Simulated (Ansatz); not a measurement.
**Molecular dynamics of CH$_{3}$F$_{3}$OSi**

Input:

```yaml
crystal:
  periodic: [false, false, false]
  atoms:
    - { symbol: Si, position_ang: [-0.011306, -0.009495, 0.031701] }
    - { symbol: O, position_ang: [-0.014314, -0.242434, 1.606323] }
    - { symbol: C, position_ang: [-1.112228, -0.374883, 2.484397] }
    - { symbol: H, position_ang: [-1.752658, -1.190083, 2.171981] }
    - { symbol: H, position_ang: [-0.720121, -0.585772, 3.46724] }
    - { symbol: H, position_ang: [-1.683356, 0.544266, 2.51626] }
    - { symbol: F, position_ang: [1.462184, -0.016159, -0.485589] }
    - { symbol: F, position_ang: [-0.669298, 1.358445, -0.36291] }
    - { symbol: F, position_ang: [-0.812202, -1.127885, -0.722303] }
basis:
  gaussian: { orbitals: "6-31G*" }
hamiltonian:
  xc: hf
md:
  timestep: 2.5
  n_steps: 40
  ensemble: nvt_langevin
  temperature: 500.0
  initial_velocities: maxwell_boltzmann
  seed: 624769
  friction: 0.05
```

Command:

```bash
$ ansatz run input.yaml --threads 1 --pin off --max-ram 2048MiB --backend cpu --events-out ev --progress --plain --runs-dir out
```

It starts from a relaxed structure.

Output, in part (step lines, the closing report, with atoms numbered from 0):

```
md step     0: t =     0.00 fs  T =   444.4 K  F+E_penalty+E_count = -19101.36224090 eV  E_kin = 0.517040 eV  (33 SCF iters)
md step     1: t =     2.50 fs  T =   309.5 K  F+E_penalty+E_count = -19101.18437662 eV  E_kin = 0.360092 eV  (31 SCF iters)
md step     2: t =     5.00 fs  T =   291.1 K  F+E_penalty+E_count = -19101.05813264 eV  E_kin = 0.338685 eV  (31 SCF iters)
md step     3: t =     7.50 fs  T =   294.8 K  F+E_penalty+E_count = -19101.01147178 eV  E_kin = 0.342987 eV  (32 SCF iters)
md step     4: t =    10.00 fs  T =   319.4 K  F+E_penalty+E_count = -19101.02787031 eV  E_kin = 0.371596 eV  (31 SCF iters)
md step     5: t =    12.50 fs  T =   267.3 K  F+E_penalty+E_count = -19100.94790212 eV  E_kin = 0.310914 eV  (31 SCF iters)
md step     6: t =    15.00 fs  T =   158.6 K  F+E_penalty+E_count = -19100.91646559 eV  E_kin = 0.184535 eV  (31 SCF iters)
md step     7: t =    17.50 fs  T =   350.6 K  F+E_penalty+E_count = -19101.07289848 eV  E_kin = 0.407863 eV  (32 SCF iters)
md step     8: t =    20.00 fs  T =   385.0 K  F+E_penalty+E_count = -19101.16842883 eV  E_kin = 0.447848 eV  (31 SCF iters)
md step     9: t =    22.50 fs  T =   378.0 K  F+E_penalty+E_count = -19101.13052669 eV  E_kin = 0.439704 eV  (32 SCF iters)
md step    10: t =    25.00 fs  T =   257.7 K  F+E_penalty+E_count = -19100.96240014 eV  E_kin = 0.299764 eV  (31 SCF iters)
md step    11: t =    27.50 fs  T =   397.1 K  F+E_penalty+E_count = -19101.07997923 eV  E_kin = 0.462017 eV  (31 SCF iters)
md step    12: t =    30.00 fs  T =   426.8 K  F+E_penalty+E_count = -19101.09303788 eV  E_kin = 0.496524 eV  (32 SCF iters)
md step    13: t =    32.50 fs  T =   492.8 K  F+E_penalty+E_count = -19101.08807491 eV  E_kin = 0.573294 eV  (31 SCF iters)
md step    14: t =    35.00 fs  T =   572.2 K  F+E_penalty+E_count = -19100.93481885 eV  E_kin = 0.665707 eV  (31 SCF iters)
md step    15: t =    37.50 fs  T =   367.4 K  F+E_penalty+E_count = -19100.89388883 eV  E_kin = 0.427408 eV  (31 SCF iters)
md step    16: t =    40.00 fs  T =   457.4 K  F+E_penalty+E_count = -19100.92521729 eV  E_kin = 0.532153 eV  (32 SCF iters)
md step    17: t =    42.50 fs  T =   422.3 K  F+E_penalty+E_count = -19100.83689402 eV  E_kin = 0.491269 eV  (31 SCF iters)
md step    18: t =    45.00 fs  T =   423.7 K  F+E_penalty+E_count = -19100.76707268 eV  E_kin = 0.492917 eV  (31 SCF iters)
md step    19: t =    47.50 fs  T =   505.0 K  F+E_penalty+E_count = -19100.91242166 eV  E_kin = 0.587470 eV  (29 SCF iters)
md step    20: t =    50.00 fs  T =   556.8 K  F+E_penalty+E_count = -19100.95249744 eV  E_kin = 0.647788 eV  (30 SCF iters)
md step    21: t =    52.50 fs  T =   476.0 K  F+E_penalty+E_count = -19100.97111780 eV  E_kin = 0.553778 eV  (34 SCF iters)
md step    22: t =    55.00 fs  T =   561.9 K  F+E_penalty+E_count = -19100.90581602 eV  E_kin = 0.653698 eV  (31 SCF iters)
md step    23: t =    57.50 fs  T =   450.0 K  F+E_penalty+E_count = -19101.03776422 eV  E_kin = 0.523561 eV  (31 SCF iters)
md step    24: t =    60.00 fs  T =   390.6 K  F+E_penalty+E_count = -19101.04527635 eV  E_kin = 0.454346 eV  (30 SCF iters)
md step    25: t =    62.50 fs  T =   285.3 K  F+E_penalty+E_count = -19100.97606378 eV  E_kin = 0.331916 eV  (30 SCF iters)
md step    26: t =    65.00 fs  T =   449.9 K  F+E_penalty+E_count = -19101.02895716 eV  E_kin = 0.523369 eV  (32 SCF iters)
md step    27: t =    67.50 fs  T =   451.1 K  F+E_penalty+E_count = -19100.86949020 eV  E_kin = 0.524742 eV  (31 SCF iters)
md step    28: t =    70.00 fs  T =   414.1 K  F+E_penalty+E_count = -19100.96885753 eV  E_kin = 0.481755 eV  (30 SCF iters)
md step    29: t =    72.50 fs  T =   465.3 K  F+E_penalty+E_count = -19100.86497769 eV  E_kin = 0.541344 eV  (31 SCF iters)
md step    30: t =    75.00 fs  T =   396.2 K  F+E_penalty+E_count = -19101.01685385 eV  E_kin = 0.460969 eV  (32 SCF iters)
md step    31: t =    77.50 fs  T =   548.1 K  F+E_penalty+E_count = -19101.05121980 eV  E_kin = 0.637599 eV  (30 SCF iters)
md step    32: t =    80.00 fs  T =   441.7 K  F+E_penalty+E_count = -19101.06887303 eV  E_kin = 0.513854 eV  (31 SCF iters)
md step    33: t =    82.50 fs  T =   424.1 K  F+E_penalty+E_count = -19101.03421895 eV  E_kin = 0.493323 eV  (30 SCF iters)
md step    34: t =    85.00 fs  T =   435.8 K  F+E_penalty+E_count = -19101.07003025 eV  E_kin = 0.506961 eV  (32 SCF iters)
md step    35: t =    87.50 fs  T =   350.3 K  F+E_penalty+E_count = -19101.08524297 eV  E_kin = 0.407466 eV  (30 SCF iters)
md step    36: t =    90.00 fs  T =   412.6 K  F+E_penalty+E_count = -19101.14545943 eV  E_kin = 0.480024 eV  (30 SCF iters)
md step    37: t =    92.50 fs  T =   572.5 K  F+E_penalty+E_count = -19101.12971422 eV  E_kin = 0.665963 eV  (31 SCF iters)
md step    38: t =    95.00 fs  T =   588.7 K  F+E_penalty+E_count = -19100.99382061 eV  E_kin = 0.684820 eV  (30 SCF iters)
md step    39: t =    97.50 fs  T =   581.6 K  F+E_penalty+E_count = -19101.04953536 eV  E_kin = 0.676567 eV  (30 SCF iters)
md step    40: t =   100.00 fs  T =   569.1 K  F+E_penalty+E_count = -19101.11351516 eV  E_kin = 0.662082 eV  (34 SCF iters)
Total energy: -19101.11351516 eV, -701.9529744822 hartree
Atom 0 at    -0.042902     0.158972     0.082910 Å, force     1.123360    -1.009015    -0.859087 eV/Å
Atom 1 at    -0.146015    -0.079051     1.627285 Å, force    -0.153520    -0.444282     1.839199 eV/Å
Atom 2 at    -1.173871    -0.665671     2.428089 Å, force     0.906867     0.003931     1.845715 eV/Å
Atom 3 at    -1.437756    -1.648492     2.097841 Å, force    -0.133287    -0.223124    -0.667768 eV/Å
Atom 4 at    -0.848685    -0.822122     3.509750 Å, force     0.054025     0.700060    -1.875224 eV/Å
Atom 5 at    -2.020768    -0.009512     2.446481 Å, force    -0.363993     0.093912    -0.122888 eV/Å
Atom 6 at     1.415567     0.299361    -0.480747 Å, force     0.034857     0.369617     0.617989 eV/Å
Atom 7 at    -0.853340     1.376065    -0.386221 Å, force    -0.758229     1.287118    -0.361976 eV/Å
Atom 8 at    -0.567274    -1.089866    -0.676499 Å, force    -0.710080    -0.778216    -0.415960 eV/Å
Dipole moment:    -0.355298    -0.142866     0.529066 e Å
```

The run went to its last step. A step of 2.5 fs is long for free X–H stretches (periods near 10 fs) and can bias their spread and the temperature. A run of 0.1 ps of so small a system gives no equilibrium averages.

The same pairs are bonded in the first frame and the last. Pairs count as bonded within 1.25 times the sum of covalent radii (0.12 Å more for H–H).

Last frame:

```xyz
9
Properties=species:S:1:pos:R:3
Si -0.043 0.159 0.083
O -0.146 -0.079 1.627
C -1.174 -0.666 2.428
H -1.438 -1.649 2.098
H -0.849 -0.822 3.510
H -2.021 -0.009 2.446
F 1.416 0.299 -0.481
F -0.853 1.376 -0.386
F -0.567 -1.090 -0.676
```

The run took 75 s on 1 thread of Arm Neoverse V2, with other jobs on the host, peak memory 0.19 GiB.
